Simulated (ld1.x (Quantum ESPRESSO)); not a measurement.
# Si (Z = 14): excitation energies, all-electron against TM

ld1.x (Quantum ESPRESSO) 7.5 input, shortened:

```
&input
   title='Si', zed=14., rel=1, dft='PBE', iswitch=3,
   config='[Ne] 3s2 3p2 3d-2'
 /
 &inputp
   pseudotype=2, tm=.true., lloc=1,
   nlcc=.false.
 /
3
3S  1  0   2.00   0.00  1.45  1.45  0.0
3D  3  2  -2.00   0.05  1.55  1.55  0.0
3P  2  1   2.00   0.00  1.75  1.75  0.0
 &test
   configts(1)='3s2 3p2'
 /
```

Energies are relative to the spin-unpolarised reference configuration 3s2 3p2; without spin polarisation the order of configurations can differ from experiment.

```tsv
valence configuration	charge	ΔE all-electron (eV)	error AE − PS (meV)
3s2 3p1	+1	7.740	-0.2
3s2 3p0	+2	23.733	+1.6
3s1 3p0	+3	57.704	+69
3s1 3p2	+1	15.171	+7.9
3s2 3p1.5	+0.5	2.921	-0.1
3s0 3p4	0	13.778	+20
```

Question: What are ΔE and the potential's error for 3s2 3p2.3?

Answer: ΔE = -0.930 eV all-electron; the error (AE − PS) is +0.1 meV.
